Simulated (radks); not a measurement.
Effect of the nuclear size on the bismuth ion Bi3+, [Hg]. All-electron calculation, Dirac Kohn-Sham, BLYP, spin-unpolarised, spherical densities, finite nucleus; Fermi nuclear charge, rms radius 5.5211 fm. Program: a radial shooting solver on a logarithmic mesh with Libxc functionals. The rms radius is varied about that value; shifts are against it.

rms radius (fm)  total energy shift (eV)  density at nucleus (e/bohr^3)  1s1/2 shift (meV)  2s1/2 shift (meV)  4p1/2 shift (meV)  5s1/2 shift (meV)  5p1/2 shift (meV)  6s1/2 shift (meV)  6p1/2 (empty) shift (meV)
4.4776                             -50.5                      3.262e+06             -20100              -3080              -4.33              -38.0              0.704              -5.16                      0.630
5.2395                             -14.2                      3.041e+06              -5640               -866              -1.22              -10.7              0.197              -1.45                      0.177
5.5211                                 0                       2.97e+06              0.000              0.000              0.000              0.000              0.000              0.000                      0.000
5.7916                              14.0                      2.907e+06               5580                856               1.22               10.6             -0.193               1.43                     -0.175
6.3713                              45.4                      2.786e+06              18000               2760               3.95               34.1             -0.620               4.63                     -0.564

Slopes of the eigenvalues against <r^2> in GHz/fm^2, as finite differences over the two radii next to the reference (eigenvalue slopes, not the field-shift constants of lines): 1s1/2 445000, 2s1/2 68400, 4p1/2 96.9, 5s1/2 843, 5p1/2 -15.5, 6s1/2 114, 6p1/2 (empty) -14.0.
